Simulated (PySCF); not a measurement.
Ge(F)(Cl)2(OH) (Cl2FGeHO), SMILES [OH][Ge]([F])([Cl])[Cl]. Atoms are numbered in the order given.

```xyz
6

O     -1.6112    -0.8826    -0.5840
Ge    -0.1918    -0.1327     0.1168
F     -0.2076    -0.3628     1.8307
Cl     1.5207    -1.1008    -0.6876
Cl    -0.1483     1.9835    -0.2067
H     -2.4341    -0.4336    -0.3394
```

Geometry optimised at B3LYP-D3(BJ)/def2-SVP. The structure was generated by enumeration, and PubChem lists no compound with its InChIKey, so it may never have been made. The values are those of a single conformer.

Two levels are set side by side: PBE/pcSseg-1 (PySCF) and PBE0/pcSseg-1 (PySCF). GIAO shifts against CFCl3 (¹⁹F), GeH4 (⁷³Ge), H2O (¹⁷O), HCl (³⁵Cl), TMS (¹H) at the same level; non-relativistic, no solvent, atoms listed together averaged. Without spin–orbit terms, shifts of atoms bonded to Cl or Br come out too high at both levels. Differences are taken from unrounded values.

| quantity | PBE |
|---|---|
| δ(¹⁷O) of O1 (ppm) | 118.5 |
| δ(⁷³Ge) of Ge2 (ppm) | 401.6 |
| δ(¹⁹F) of F3 (ppm) | -94.6 |
| δ(¹H) of H6 (ppm) | 3.05 |

Task: These are the PBE values. What does PBE0 give? (Estimate from the structure and the level; the computed values follow.)

Result: 
| quantity | PBE0 | PBE minus PBE0 |
|---|---|---|
| δ(¹⁷O) of O1 (ppm) | 97.6 | 20.9 |
| δ(⁷³Ge) of Ge2 (ppm) | 377.9 | 23.7 |
| δ(¹⁹F) of F3 (ppm) | -99.7 | 5.1 |
| δ(¹H) of H6 (ppm) | 2.95 | 0.10 |

Rough cost on one machine, each run with all the roots and properties that it gave: PBE0 against PBE within a factor of 2.
